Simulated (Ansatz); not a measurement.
Born–Oppenheimer molecular dynamics of BF₃H₂O (7 atoms, charge 0, multiplicity 1). It starts at the highest image of a converged band, a first-order saddle point between two minima.

All numbers below come from Ansatz, UKS BLYP-D4/def2-SVP.

| Item | Value |
| --- | --- |
| ensemble | NVE (velocity Verlet) |
| time step | 0.5 fs |
| steps asked | 200 |
| starting velocities drawn for | 300 K |
| seed | 7638 |

Frames 2.5 fs apart, positions in Å, forces in eV/Å.

Velocities at 30.0 fs (Å/ps):

```
B -4.09 -11.75 1.31
F -12.61 -3.10 -1.37
F 0.20 -1.22 -1.58
F 0.96 5.26 -5.52
H 32.70 -23.43 48.15
O 13.44 8.02 5.81
H 13.68 4.51 5.23
```

```xyz
7
Properties=species:S:1:pos:R:3:forces:R:3 time_fs=30.0 energy_less_start_eV=-0.573 T=1186
B -0.475 -0.553 -0.088 1.79 -1.64 1.88
F -1.037 0.233 -0.938 -2.17 1.55 -1.46
F 0.123 -1.649 -0.565 0.22 -0.53 -0.36
F -0.770 -0.640 1.246 -0.36 0.64 -0.56
H 1.318 1.358 -0.584 -0.59 -0.95 1.15
O 1.064 0.656 0.101 0.90 1.33 0.77
H 0.988 1.097 1.008 0.20 -0.40 -1.42
7
Properties=species:S:1:pos:R:3:forces:R:3 time_fs=32.5 energy_less_start_eV=-0.617 T=1256
B -0.482 -0.585 -0.081 0.71 0.01 0.29
F -1.071 0.227 -0.943 -1.09 0.48 -0.30
F 0.124 -1.653 -0.569 0.43 -0.85 -0.43
F -0.769 -0.626 1.232 -0.39 0.41 0.09
H 1.397 1.308 -0.467 1.10 2.69 -2.64
O 1.098 0.676 0.119 -0.75 -2.90 2.71
H 1.026 1.099 0.988 0.00 0.17 0.29
7
Properties=species:S:1:pos:R:3:forces:R:3 time_fs=35.0 energy_less_start_eV=-0.702 T=1383
B -0.484 -0.618 -0.072 -0.26 1.57 -1.27
F -1.109 0.223 -0.949 -0.13 -0.52 0.65
F 0.127 -1.659 -0.575 0.61 -1.12 -0.48
F -0.768 -0.610 1.218 -0.43 0.19 0.85
H 1.519 1.369 -0.461 -0.43 -0.50 0.21
O 1.131 0.688 0.143 0.78 -0.38 -1.53
H 1.066 1.112 0.985 -0.14 0.77 1.58
7
Properties=species:S:1:pos:R:3:forces:R:3 time_fs=37.5 energy_less_start_eV=-0.546 T=1147
B -0.487 -0.642 -0.070 -0.83 2.36 -2.16
F -1.148 0.217 -0.953 0.53 -1.14 1.15
F 0.131 -1.670 -0.582 0.62 -1.08 -0.43
F -0.769 -0.594 1.206 -0.41 0.03 1.29
H 1.622 1.418 -0.457 -1.40 -1.95 1.56
O 1.166 0.699 0.165 1.44 2.24 -0.45
H 1.098 1.160 1.053 0.05 -0.46 -0.97
7
Properties=species:S:1:pos:R:3:forces:R:3 time_fs=40.0 energy_less_start_eV=-0.643 T=1292
B -0.495 -0.653 -0.080 -0.99 2.25 -2.17
F -1.185 0.208 -0.954 0.91 -1.37 1.25
F 0.137 -1.683 -0.591 0.37 -0.61 -0.24
F -0.771 -0.578 1.198 -0.27 -0.08 1.12
H 1.652 1.366 -0.375 0.09 0.27 -0.50
O 1.206 0.716 0.185 -0.13 0.24 1.75
H 1.133 1.186 1.076 0.01 -0.71 -1.21
7
Properties=species:S:1:pos:R:3:forces:R:3 time_fs=42.5 energy_less_start_eV=-0.598 T=1225
B -0.508 -0.653 -0.101 -0.79 1.48 -1.40
F -1.219 0.194 -0.951 1.03 -1.27 1.00
F 0.144 -1.698 -0.601 -0.07 0.16 0.02
F -0.774 -0.562 1.194 -0.05 -0.16 0.43
H 1.693 1.333 -0.327 1.44 1.96 -2.12
O 1.246 0.734 0.211 -1.28 -2.77 0.61
H 1.166 1.177 1.043 -0.28 0.60 1.47
7
Properties=species:S:1:pos:R:3:forces:R:3 time_fs=45.0 energy_less_start_eV=-0.650 T=1305
B -0.526 -0.644 -0.130 -0.20 0.36 -0.12
F -1.249 0.177 -0.945 0.82 -0.86 0.41
F 0.151 -1.713 -0.610 -0.56 0.97 0.23
F -0.777 -0.547 1.192 0.14 -0.23 -0.41
H 1.794 1.388 -0.374 -1.12 -1.22 1.24
O 1.282 0.743 0.238 1.02 0.49 -2.06
H 1.185 1.197 1.078 -0.10 0.50 0.70
7
Properties=species:S:1:pos:R:3:forces:R:3 time_fs=47.5 energy_less_start_eV=-0.534 T=1126
B -0.544 -0.633 -0.159 0.58 -0.91 1.30
F -1.278 0.157 -0.937 0.35 -0.21 -0.39
F 0.156 -1.725 -0.619 -0.97 1.63 0.35
F -0.780 -0.532 1.188 0.29 -0.28 -1.08
H 1.843 1.387 -0.365 -1.18 -1.16 1.48
O 1.321 0.754 0.259 0.67 1.62 0.06
H 1.199 1.242 1.149 0.26 -0.69 -1.72
7
Properties=species:S:1:pos:R:3:forces:R:3 time_fs=50.0 energy_less_start_eV=-0.475 T=1034
B -0.559 -0.627 -0.182 1.21 -1.89 2.37
F -1.305 0.136 -0.931 -0.13 0.40 -1.11
F 0.159 -1.732 -0.626 -1.20 2.01 0.38
F -0.781 -0.519 1.180 0.38 -0.31 -1.42
H 1.835 1.333 -0.284 1.35 1.77 -1.58
O 1.362 0.769 0.281 -1.68 -1.72 1.99
H 1.226 1.252 1.133 0.07 -0.25 -0.63
7
Properties=species:S:1:pos:R:3:forces:R:3 time_fs=52.5 energy_less_start_eV=-0.439 T=978
B -0.568 -0.631 -0.191 1.25 -2.04 2.53
F -1.332 0.116 -0.928 -0.23 0.55 -1.35
F 0.157 -1.732 -0.633 -1.21 2.05 0.38
F -0.782 -0.506 1.168 0.45 -0.36 -1.33
H 1.887 1.359 -0.275 0.45 0.62 -0.58
O 1.398 0.779 0.307 -0.26 -2.13 -1.81
H 1.255 1.256 1.093 -0.46 1.31 2.16
7
Properties=species:S:1:pos:R:3:forces:R:3 time_fs=55.0 energy_less_start_eV=-0.450 T=996
B -0.570 -0.646 -0.187 0.58 -1.26 1.71
F -1.361 0.098 -0.929 0.17 0.16 -1.04
F 0.152 -1.726 -0.638 -0.98 1.71 0.34
F -0.781 -0.494 1.152 0.48 -0.42 -0.79
H 1.966 1.423 -0.298 -1.35 -1.46 1.59
O 1.432 0.782 0.329 1.02 1.53 -1.25
H 1.263 1.318 1.146 0.08 -0.26 -0.57
7
Properties=species:S:1:pos:R:3:forces:R:3 time_fs=57.5 energy_less_start_eV=-0.509 T=1086
B -0.570 -0.669 -0.174 -0.46 -0.06 0.33
F -1.388 0.080 -0.934 0.77 -0.39 -0.49
F 0.143 -1.715 -0.642 -0.54 1.07 0.23
F -0.778 -0.484 1.134 0.46 -0.44 0.13
H 1.977 1.414 -0.241 -0.45 -0.49 0.45
O 1.470 0.790 0.347 -0.10 1.52 1.07
H 1.274 1.370 1.177 0.33 -1.21 -1.72
```

Of the whole run (100 fs, mean temperature of the second half 841 K): The conserved energy stayed within 0.4 meV per atom of its start (net change -0.27 meV per atom), so the integration is sound. The system heated up, since it started high on the potential surface and ran downhill. A run of 0.1 ps of so small a system gives no equilibrium averages. The orbitals stay closed-shell, which can raise the energy where a bond breaks towards radicals; this wasn't checked here.

Run time: 2.4 min on 2 threads of Intel(R) Xeon(R) 6975P-C (Granite Rapids), with other jobs on the host, peak memory 0.18 GiB.
